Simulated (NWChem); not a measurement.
System: SiNH4Cl; SMILES [SiH2](N)Cl

Here is an NWChem input.

```
start job
memory heap 200 mb stack 900 mb global 1100 mb
geometry units angstroms noautosym nocenter noautoz
  Si     0.573183    -0.501757     0.045112
  N     -0.611084    -1.741851     0.139484
  Cl    -0.145806     1.425401    -0.382783
  H      1.500642    -0.836478    -1.056613
  H      1.234899    -0.398528     1.363255
  H     -1.245458    -1.776694     0.929251
  H     -1.066280    -2.072123    -0.703767
end
basis spherical
  * library def2-svp
end
dft
  xc b3lyp
  iterations 150
end
cosmo
  do_cosmo_smd true
  solvent water
end
task dft energy
```

Structure relaxed at the B3LYP/6-31G* (spherical d) level. Solvent: water.

Level: B3LYP/def2-SVP with SMD (1 M gas to 1 M solution), gas-phase geometry. Reactions with the solvent are ignored.

**Question.** Predict the main results of this run. (B3LYP/def2-SVP, SMD on the gas-phase geometry.) Quantities: solvation free energy (kcal/mol); cavity-dispersion-structure term (kcal/mol); dipole in solution (D).

**Answer.** 
| Quantity | Value |
|---|---|
| solvation free energy (kcal/mol) | -1.6 |
| cavity-dispersion-structure term (kcal/mol) | 2.8 |
| dipole in solution (D) | 2.61 |
